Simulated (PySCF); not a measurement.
# Computed records: FH5NSi2

Computed with PySCF 2.14.0. Calculation on a computer-drawn molecule: the log of a Hartree-Fock and frozen-core CCSD(T) single point meant for a local Hartree-Fock minimum, with one planted fault or none, to be diagnosed. Offsets are logged minus clean, where the clean run is the same molecule without the fault. The reference is restricted for singlets and unrestricted otherwise, and also for a bond in bohr or an excited solution. Adding or removing an electron swaps singlet and doublet. The excited solution moves the top pair (singlet) or top alpha electron (doublet) to the lowest empty orbital. Highest occupied and lowest empty are orbital energies over both spins, largest force is the largest gradient component, triples share is (T) over the correlation energy, the T1 limit is 0.02 restricted and 0.045 unrestricted, electrons count all cores, a negative frequency is imaginary (commonest isotopes), and the dipole is about the centre of nuclear charge.

```yaml
- formula: FH5NSi2
  logged_structure:
    atoms_angstrom:
      - ["N", -2.018, 1.1532, -2.3488]
      - [Si, -0.5861, 0.3904, -1.8387]
      - [F, -0.8346, -1.05, -1.125]
      - [Si, 0.7563, -0.0657, -3.7051]
      - [H, -2.6184, 1.6008, -1.6811]
      - [H, -2.5499, 0.7931, -3.1185]
      - [H, 0.5525, 1.9923, 0.1335]
      - [H, 1.9119, -0.9484, -3.4219]
      - [H, 1.2078, 1.1494, -4.4245]
  given:
    meant_charge: 0
    meant_multiplicity: 2
    meant_basis: "cc-pV(D+d)Z"
    logged_electrons: 49
    logged_basis_functions: 99
    logged_SCF_converged: "yes"
    logged_spin_squared: 1.4328
    "logged_highest_occupied [eV]": -9.0284
    "logged_lowest_empty [eV]": 0.80407
    "logged_largest_force [hartree/bohr]": 0.010119
    logged_T1_diagnostic: 0.035536
    logged_D1_diagnostic: 0.18186
    logged_triples_share: 0.026878
    logged_CC_converged: "yes"
    "logged_dipole_magnitude [debye]": 2.2144
    logged_SCF_stable_within_its_kind: "yes"
    "logged_energy_HF [hartree]": -734.62478
    "logged_energy_CCSD(T) [hartree]": -735.21278
    possible_faults: "no fault, one electron removed, one electron added, multiplicity raised by two, geometry at a saddle point, SCF held on an excited solution, minimal basis STO-3G, one bond length entered in bohr, all coordinates scaled"
    drawn_bonds_atom: [1, 2, 2, 1, 1, 2, 4, 4]
    drawn_bonds_other_atom: [2, 3, 4, 5, 6, 7, 8, 9]
    drawn_bonds_order: [1, 1, 1, 1, 1, 1, 1, 1]
  results:
    planted_fault: "one bond length entered in bohr, row 6 of the drawn bonds"
    "HF_energy_offset_from_clean_run [kcal/mol]": 68.65
    "CCSD(T)_energy_offset_from_clean_run [kcal/mol]": 73.48
```
